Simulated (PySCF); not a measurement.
1,2-dichlorocyclobutene (C4H4Cl2), SMILES C1(=C(Cl)CC1)Cl.

Geometry optimised at B3LYP-D3(BJ)/def2-SVP.

Calculation: PBE/def2-TZVP run with PySCF.

The molecule is in vacuum.

- total energy = -1074.69349 hartree
- point group = C2v
- highest occupied level = -5.82 eV
- lowest empty level = -1.09 eV
- orbital gap = 4.73 eV
- dipole moment = 2.03 D
- quadrupole, principal values (traceless, Buckingham form, about the centre of nuclear charge) = -2.54, -0.69, 3.23 D·Å
- mean static polarisability = 72.8 bohr³ (10.79 Å³)
- polarisability, principal values = 48.2, 79.8, 90.4 bohr³
